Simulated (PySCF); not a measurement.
Species: C5H6N2O.
SMILES: `OCc1ncccn1`

The closed-shell SCF was solved with PySCF and density fitting under several settings on one GFN2-xTB geometry (grid level 2 and gas phase unless stated).

| settings | basis functions | SCF cycles | E (Eh) | HOMO (eV) | LUMO (eV) | dipole (D) |
| --- | --- | --- | --- | --- | --- | --- |
| OLYP/Sadlej pVTZ | 246 | 16 | -378.8285 | -5.96 | -2.30 | 3.73 |
| BP86/IGLO-II, start guess huckel | 212 | 20 | -378.9597 | -5.96 | -2.51 | 3.90 |

Q: Estimate the row for these settings: PBE0/def2-SVPD, grid level 1.

A: 
```tsv
settings	basis functions	SCF cycles	E (Eh)	HOMO (eV)	LUMO (eV)	dipole (D)
PBE0/def2-SVPD, grid level 1	211	11	-378.1777	-7.66	-1.58	4.08
```

Q: Over all rows, what range does the HOMO–LUMO gap span?

A: From 3.45 eV (BP86/IGLO-II, start guess huckel) to 6.08 eV (PBE0/def2-SVPD, grid level 1). The functional of the narrowest has no exact exchange, that of the widest 25 % exact exchange.

Q: And the dipole moment?

A: From 3.73 D (OLYP/Sadlej pVTZ) to 4.08 D (PBE0/def2-SVPD, grid level 1); the largest is 1.09 times the smallest, and the median is 3.90 D.

Whole jobs, the steps after the SCF included, on one thread of an AMD EPYC 9R45, on a shared host:

| settings | work after the SCF | wall time | peak memory |
| --- | --- | --- | --- |
| OLYP/Sadlej pVTZ | spin–spin couplings from 13 perturbed nuclei, spin–dipole term for 2 of them | 43 s | 0.77 GiB |
| BP86/IGLO-II, start guess huckel | shieldings, ring-centre shieldings, density and orbital grids written | 29 s | 0.71 GiB |
| PBE0/def2-SVPD, grid level 1 | 25 singlets by TDA, 5 Tamm–Dancoff triplets, polarisability | 16 s | 0.86 GiB |

Cycle counts include a coarse-grid stage where the run had one.

Shape of the structure used: `[OH:1][CH2:2][c:3]1[n:4][cH:5][cH:6][cH:7][n:8]1`: O1–C2–C3–N4 -178°, H–O1–C2–C3 -4°.

One conformer stands for the species.
